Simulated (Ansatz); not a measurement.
Frontier orbitals of `CC(C)[O][Ge][OH]`.

Z-matrix (Å, degrees):
```
C
C 1 1.517
H 1 1.093 2 109.8
H 1 1.093 2 110.9 3 120.0
H 1 1.093 2 111.1 3 -119.6
C 2 1.515 1 112.2 3 -61.2
O 2 1.415 1 110.0 3 59.3
H 2 1.102 1 108.8 3 179.6
H 6 1.093 2 110.0 1 60.1
H 6 1.091 2 110.5 1 179.6
H 6 1.093 2 110.8 1 -60.0
Ge 7 1.788 2 129.7 1 87.3
O 12 1.791 7 102.5 2 -0.8
H 13 0.962 12 117.4 7 -0.5
```

Total charge 0; spin multiplicity 1. Correlated methods include outer-core shells of Ge, which these sets cover unevenly. Scalar relativity is left out up to krypton. Geometry: relaxed with PBE0-D4/def2-TZVP. It is one conformer, not always the lowest. Basis def2-TZVPP, the Gaussian-basis code of Ansatz.

Orbital energies of one run (eV). Highest occupied ones, from the top: -7.72, -8.23, -8.49, -9.44, -9.98, -10.22, -10.86, -11.03, -11.35, -12.42, -12.86, -14.19, -15.10, -16.73. Empty: -1.45, 0.46, 1.02, 1.93, 2.36, 2.44.

(1) Which functional gave them?
A. BHLYP
B. r2SCANh
C. revPBE
D. PBE0

Results:

(1) D. HOMO energies: PBE0 -7.72, r2SCANh -7.27, BHLYP -8.78, revPBE -6.48 eV.
